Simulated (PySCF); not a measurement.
CH7FGeSi.
Atom-mapped SMILES: `[CH3:1][Ge@H:2]([F:3])[SiH3:4]` (hydrogens: H5, H6, H7 on C1; H8 on Ge2; H9, H10, H11 on Si4)

Computed by this run: PySCF 2.14.0, PBE0-D3(BJ)/def2-SVP geometry optimisation, gas phase; density fitting, grid level 1; the optimiser is geomeTRIC in internal coordinates, started from a GFN2-xTB structure.

Geometry at step 1:
```
atom  x, y, z in Å
C1     -1.6522   -0.6448    0.2567
Ge2    -0.3341    0.7626    0.0291
F3     -0.6791    1.4737   -1.5153
Si4     1.8931   -0.0545   -0.1520
H5     -1.5375   -1.1722    1.2156
H6     -2.6553   -0.1912    0.2238
H7     -1.5739   -1.3800   -0.5576
H8     -0.5428    1.9093    1.0523
H9      2.2958   -0.7607    1.1016
H10     1.9638   -1.0213   -1.2870
H11     2.8281    1.0816   -0.3942
```

Task: What forces act on the atoms?

Result: 
| atom | Fx (eV/Å) | Fy (eV/Å) | Fz (eV/Å) |
| --- | --- | --- | --- |
| C1 | -0.185 | 0.002 | -0.010 |
| Ge2 | 0.062 | -0.229 | 0.607 |
| F3 | -0.118 | 0.277 | -0.582 |
| Si4 | 0.048 | 0.051 | 0.032 |
| H5 | 0.050 | 0.057 | 0.011 |
| H6 | 0.008 | -0.069 | 0.006 |
| H7 | 0.026 | 0.034 | -0.003 |
| H8 | 0.062 | -0.113 | -0.054 |
| H9 | -0.010 | -0.006 | 0.042 |
| H10 | -0.002 | -0.006 | -0.027 |
| H11 | 0.060 | 0.003 | -0.021 |

The largest, 0.66 eV/Å, acts on F3 (Ge2 within 3 % of it); the rms over all components is 0.168 eV/Å. The forces sum to zero within rounding, as they must for an isolated molecule in no field.

Task: Give the force on F3 in Eh/bohr and in nN.

Result: 0.655 eV/Å ÷ 51.422 = 0.01275 Eh/bohr, and 0.655 eV/Å × 1.602 = 1.05 nN.

Task: How far is this geometry from the end of the optimisation?

Result: 0.014 eV above it, and 0.030 Å rms away after alignment. The bonds farthest from their final lengths, with half the difference of the two atoms' forces along the bond (positive lengthens):

```
   bond  now (Å)  final (Å)  force along bond (eV/Å)
 Ge2–F3    1.735      1.757                    +0.65
 Ge2–H8    1.551      1.544                    -0.18
Ge2–Si4    2.379      2.385                    -0.03
 Si4–H9    1.494      1.496                    +0.01
  C1–H6    1.101      1.099                    -0.10
Si4–H11    1.491      1.493                    -0.01
```

The angle farthest from its final value is Ge2–C1–H5, 112.3° against 109.8°.

The cost below is that of the whole optimisation. The run took 22 s wall on an Arm Neoverse V1 with one thread (shared host), and the process peaked at 0.54 GiB of memory.
